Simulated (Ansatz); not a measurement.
```yaml
crystal:
  periodic: [false, false, false]
  atoms:
    - {symbol: Al, position_ang: [0.221070, -0.674242, -1.655398]}
    - {symbol: Cl, position_ang: [0.860530, 0.539229, -3.224655]}
    - {symbol: Cl, position_ang: [-0.166876, -2.689658, -2.018823]}
    - {symbol: O, position_ang: [0.021448, -0.035765, -0.118353]}
    - {symbol: Si, position_ang: [-0.186683, 0.574881, 1.405631]}
    - {symbol: H, position_ang: [-1.100797, 1.752938, 1.355426]}
    - {symbol: H, position_ang: [-0.780383, -0.465639, 2.295072]}
    - {symbol: H, position_ang: [1.131691, 0.998256, 1.961110]}
basis:
  gaussian: {orbitals: STO-3G}
hamiltonian: {xc: {name: revPBE0}}
scf: {omitted_lower_state_checks: [starts]}
```

```sh
$ ansatz run in.yaml --threads 4 --pin off --events-out ev --progress --plain --max-ram 3916MiB
```

Shortened log:

```
Functional definition: revPBE0
  name "revPBE0"
  cite "Zhang & Yang, Phys. Rev. Lett. 80, 890 (1998) doi:10.1103/PhysRevLett.80.890"
  cite "Adamo & Barone, J. Chem. Phys. 110, 6158 (1999) doi:10.1063/1.478522"
  cite "Perdew, Burke & Ernzerhof, Phys. Rev. Lett. 77, 3865 (1996) doi:10.1103/PhysRevLett.77.3865"
  parameter a = 0.25
  parameter kappa = 1.245
  parameter beta = 0.06672455060314922
  exchange = (1 - a)*pbe_x(kappa = kappa, mu = beta*pi^2/3) + a*exact_x
  correlation = pbe_c(beta = beta)
these checks for a lower state are left out or cut short: starts
492 factors; integrals over basis functions are off by at most 3.3e-5 eV
mean field evaluation 1: about -41139.7427 eV, gradient 3.5e1 eV
mean field evaluation 2: about -41137.4914 eV, gradient 5.1e1 eV
mean field evaluation 4: about -41144.3346 eV, gradient 1.5e0 eV
mean field evaluation 8: about -41144.3292 eV, gradient 3.5e-3 eV
mean field -41144.32918915 eV, -1512.0262090734 hartree, gradient 1.0e-5 eV, S^2 0.000000; 0 other end points of the search recorded, 0 dependent functions left out
reference -41144.32921080 eV, -1512.0262098689 hartree; 36, 36 occupied and 8, 8 virtual orbitals, 492 factors
Total energy: -41144.32921080 eV, -1512.0262098689 hartree
Checks for a lower state left out: starts
```

Hardware: 4 threads of Arm Neoverse V2 on a shared host. Wall time 0.45 s.
